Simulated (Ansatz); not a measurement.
Geometry optimisation, RKS PBE-D4/def2-SVP in Ansatz 0.2.0.

The input (input.yaml):

```yaml
crystal:
  periodic: [false, false, false]
  atoms:
    - { symbol: Ge, position_ang: [0.0, 0.0, 0.0] }
    - { symbol: F, position_ang: [0.0, 0.0, 1.68] }
    - { symbol: O, position_ang: [1.6691, 0.0, -0.5894] }
    - { symbol: H, position_ang: [1.9855, -0.9521, -0.7061] }
    - { symbol: H, position_ang: [-0.73, 1.2648, -0.5162] }
    - { symbol: O, position_ang: [-0.8337, -1.4443, -0.5894] }
    - { symbol: H, position_ang: [-1.2883, -1.91, 0.183] }
basis:
  gaussian: { orbitals: def2-SVP }
hamiltonian:
  xc: pbe
  dispersion: d4
relax:
  f_tol: 0.02
  max_steps: 40
```

Command:

```bash
$ ansatz run input.yaml --threads 1 --pin off --max-ram 2048MiB --backend cpu --events-out ev --progress --plain --runs-dir out
```

Question: Where does it end, and by what steps?

Answer: It converged. After 7 steps the energy has fallen by 0.180 eV; O3 moved furthest, 0.10 Å.

| step | energy less start (eV) | largest force component (eV/Å) | accepted |
| --- | --- | --- | --- |
| 0 | 0.0000 | 2.626 | yes |
| 1 | -0.1437 | 1.218 | yes |
| 2 | -0.1761 | 0.137 | yes |
| 3 | -0.1779 | 0.035 | yes |
| 4 | -0.1790 | 0.124 | yes |
| 5 | -0.1792 | 0.080 | yes |
| 6 | -0.1796 | 0.026 | yes |
| 7 | -0.1796 | 0.018 | yes |

```xyz
7
Properties=species:S:1:pos:R:3
Ge -0.020 0.007 -0.058
F -0.017 -0.068 1.701
O 1.638 -0.007 -0.685
H 2.016 -0.906 -0.630
H -0.680 1.321 -0.507
O -0.830 -1.500 -0.560
H -1.304 -1.888 0.201
```

Whether the end is a true minimum wasn't checked by a vibrational analysis.

Run time: 7.3 s on 1 thread of AMD EPYC 9B45 (Zen 5), with other jobs on the host, peak memory 0.14 GiB.
